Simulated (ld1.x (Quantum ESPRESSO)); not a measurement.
How hard is this Os RRKJ potential?

```
Element                 : osmium (Os)
Generator               : ld1.x (Quantum ESPRESSO) 7.5
Type                    : norm-conserving RRKJ (Kleinman–Bylander form)
Functional              : LDA (PZ)
Relativity              : scalar-relativistic
Frozen core             : [Kr] 4d10 4f14
Valence charge          : 16
Reference configuration : 5s2 5p6 5d6 6s1 6p0 (charge +1)
Partial waves           : 5s (bound): rc 1.65 bohr; 5d (bound): rc 2.40 bohr; 5p (bound): rc 2.05 bohr
Local potential         : the p channel
Core correction         : none
```

Occupied shells without a wave of their own: 6s. They enter only through the test configuration that unscreens the potential.

The pseudo-atom Hamiltonian at the reference potential is diagonalised in spherical Bessel functions j_l(qr) that vanish at 20 bohr, with q² up to the cutoff. All-electron valence levels (Ry): 5s -7.3464, 6s -0.9904, 5d -1.0586, 5p -4.3501, 6p -0.5371.

**Question.** How do the lowest levels (Ry) of each channel move with the cutoff, and are there ghosts?

**Answer.**

```
cutoff (Ry)     s #1     s #2     s #3     d #1     d #2     p #1     p #2     p #3     f #1  Σ f·Δε (mRy)
          8  -7.0962  -0.9038  -0.2252  -0.6292  -0.1299  -3.4444  -0.4328  -0.1284  -0.0546        8609.6
         12  -7.1249  -0.9106  -0.2265  -0.8603  -0.1473  -4.0339  -0.4996  -0.1414  -0.0547        3621.3
         18  -7.2000  -0.9364  -0.2313  -1.0245  -0.1580  -4.3037  -0.5494  -0.1509  -0.0548         841.6
         25  -7.2836  -0.9693  -0.2374  -1.0555  -0.1603  -4.3477  -0.5662  -0.1543  -0.0548         190.8
         40  -7.3453  -1.0011  -0.2434  -1.0586  -0.1606  -4.3498  -0.5686  -0.1548  -0.0548           5.5
         50  -7.3460  -1.0017  -0.2435  -1.0586  -0.1606  -4.3500  -0.5686  -0.1548  -0.0548           1.8
         60  -7.3462  -1.0018  -0.2435  -1.0586  -0.1606  -4.3501  -0.5686  -0.1548  -0.0548           0.8
         80  -7.3464  -1.0019  -0.2435  -1.0586  -0.1606  -4.3501  -0.5686  -0.1548  -0.0548           0.2
        400  -7.3464  -1.0019  -0.2436  -1.0586  -0.1606  -4.3501  -0.5686  -0.1548  -0.0548           0.0
```

Result: no extra level below or beside the all-electron valence levels (s, d, p, f tested); 10 mRy is reached at 40 Ry and 1 mRy at 60 Ry.

Its largest configuration-test error is +532 meV.
